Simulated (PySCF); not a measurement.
ECD: `F[C@@H]1C[C@@H]2[C@H]1C[C@@H]2Cl`, C6H8ClF

Geometry:
| atom | x (Å) | y (Å) | z (Å) |
| --- | --- | --- | --- |
| F1 | -2.671 | 0.586 | -0.146 |
| C2 | -1.313 | 0.658 | -0.345 |
| C3 | -0.765 | -0.506 | -1.181 |
| C4 | 0.044 | -1.003 | 0.027 |
| C5 | -0.500 | 0.177 | 0.865 |
| C6 | 0.910 | 0.782 | 0.938 |
| C7 | 1.462 | -0.432 | 0.174 |
| Cl8 | 2.337 | -0.064 | -1.326 |
| H9 | -1.108 | 1.673 | -0.700 |
| H10 | -1.550 | -1.194 | -1.485 |
| H11 | -0.176 | -0.219 | -2.048 |
| H12 | -0.080 | -2.047 | 0.299 |
| H13 | -1.049 | 0.052 | 1.793 |
| H14 | 1.310 | 0.882 | 1.944 |
| H15 | 1.019 | 1.729 | 0.415 |
| H16 | 2.123 | -1.065 | 0.765 |

Method: TDDFT B3LYP/def2-SVPD circular dichroism and optical rotation, one conformer, gas phase in PySCF. Geometry: GFN2-xTB.

States above about 8.0 eV (minus the energy of the highest occupied orbital) lie near or above the ionisation threshold and depend on the basis.

Q: What are the CIP labels of the stereocentres?

A: C2 R, C4 R, C5 R, C7 S.

Q: Which excitations and rotatory strengths does the calculation give?

A: Rotatory strengths R in 10⁻⁴⁰ esu² cm², velocity form and length form (origin at the centre of mass); f in length form.
| state | E (eV) | λ (nm) | f | R (velocity) | R (length) | main |
| --- | --- | --- | --- | --- | --- | --- |
| 1 | 7.10 | 175 | 0.009 | +9.2 | +8.8 | HOMO→LUMO+1 0.93 |
| 2 | 7.20 | 172 | 0.003 | -2.3 | -2.0 | HOMO−1→LUMO+1 0.86, HOMO−2→LUMO+1 0.08 |
| 3 | 7.29 | 170 | 0.004 | +0.6 | +0.6 | HOMO→LUMO 0.97 |
| 4 | 7.43 | 167 | 0.016 | -2.6 | -2.6 | HOMO−1→LUMO 0.94 |
| 5 | 7.67 | 162 | 0.012 | +15.8 | +15.5 | HOMO−2→LUMO+1 0.73, HOMO−2→LUMO 0.15 |
| 6 | 7.68 | 161 | 0.008 | -23.8 | -24.2 | HOMO−2→LUMO 0.79, HOMO−2→LUMO+1 0.13 |
| 7 | 7.88 | 157 | 0.010 | -10.6 | -9.8 | HOMO→LUMO+2 0.93 |
| 8 | 7.95 | 156 | 0.004 | +20.9 | +22.2 | HOMO−1→LUMO+2 0.48, HOMO→LUMO+3 0.19 |
| 9 | 7.98 | 155 | 0.007 | +5.3 | +4.8 | HOMO−1→LUMO+2 0.34, HOMO→LUMO+3 0.21 |
| 10 | 8.05 | 154 | 0.007 | -8.2 | -8.1 | HOMO−3→LUMO+1 0.55, HOMO−3→LUMO 0.34 |
| 11 | 8.11 | 153 | 0.030 | +44.4 | +44.6 | HOMO→LUMO+3 0.53, HOMO−3→LUMO 0.31 |
| 12 | 8.17 | 152 | 0.012 | -15.2 | -15.4 | HOMO−1→LUMO+3 0.76, HOMO−2→LUMO+2 0.10 |

Among the states computed, the strongest CD band (largest |R|) is state 11. The largest dissymmetry factor in size, g = 4R/(D+G), with D and G the electric and magnetic dipole strengths, is +0.06 for state 8 (velocity form, f = 0.004), among bands with |R| over 0.5. The mirror image has the same energies and oscillator strengths and all R with the opposite sign.
